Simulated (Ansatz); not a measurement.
A further run on BEt2(CN) (C5H10BN).

```yaml
crystal:
  periodic: [false, false, false]
  atoms:
    - {symbol: B, position_ang: [-0.054175, -0.095219, -0.004924]}
    - {symbol: C, position_ang: [1.426334, -0.077601, 0.517653]}
    - {symbol: C, position_ang: [1.934082, -1.250398, 1.363662]}
    - {symbol: H, position_ang: [1.649279, 0.905600, 0.988977]}
    - {symbol: H, position_ang: [1.995383, -0.031689, -0.449867]}
    - {symbol: H, position_ang: [3.021370, -1.176786, 1.567136]}
    - {symbol: H, position_ang: [1.416728, -1.290465, 2.344150]}
    - {symbol: H, position_ang: [1.749044, -2.222401, 0.862997]}
    - {symbol: C, position_ang: [-0.837576, 1.213288, -0.378649]}
    - {symbol: C, position_ang: [-1.984527, 1.131629, -1.392329]}
    - {symbol: H, position_ang: [-0.122315, 2.029724, -0.622450]}
    - {symbol: H, position_ang: [-1.240764, 1.514439, 0.625653]}
    - {symbol: H, position_ang: [-2.537832, 2.088936, -1.472749]}
    - {symbol: H, position_ang: [-1.606249, 0.883526, -2.405083]}
    - {symbol: H, position_ang: [-2.713202, 0.342040, -1.118541]}
    - {symbol: C, position_ang: [-0.775690, -1.464361, -0.156542]}
    - {symbol: N, position_ang: [-1.319889, -2.500273, -0.269095]}
basis:
  gaussian: {orbitals: def2-mTZVP}
hamiltonian: {xc: {name: LC-wPBE}}
scf: {omitted_lower_state_checks: [starts]}
```

```sh
$ ansatz run in.yaml --threads 4 --pin off --events-out ev --progress --plain --max-ram 4787MiB
```

Shortened log:

```
Functional definition: LC-wPBE
1672 factors; their error is unknown
543 factors; integrals over basis functions are off by at most 1.5e-5 eV
mean field evaluation 1: about -7504.8010 eV, gradient 5.5e1 eV
mean field evaluation 2: about -7507.3635 eV, gradient 4.6e1 eV
mean field evaluation 4: about -7511.5121 eV, gradient 3.5e0 eV
mean field evaluation 8: about -7511.5496 eV, gradient 3.1e-2 eV
mean field evaluation 16: about -7511.4490 eV, gradient 1.7e-4 eV
mean field -7511.44899106 eV, -276.0406589785 hartree, gradient 5.0e-5 eV, S^2 0.000000; 0 other end points of the search recorded, 0 dependent functions left out
reference -7511.44899107 eV, -276.0406589788 hartree; 26, 26 occupied and 137, 137 virtual orbitals, 1672 factors
Total energy: -7511.44899107 eV, -276.0406589788 hartree
Checks for a lower state left out: starts
```

Run time 3.4 s (4 threads of Intel Xeon on a shared host).

LC-ωPBE has ω = 0.4 bohr⁻¹.
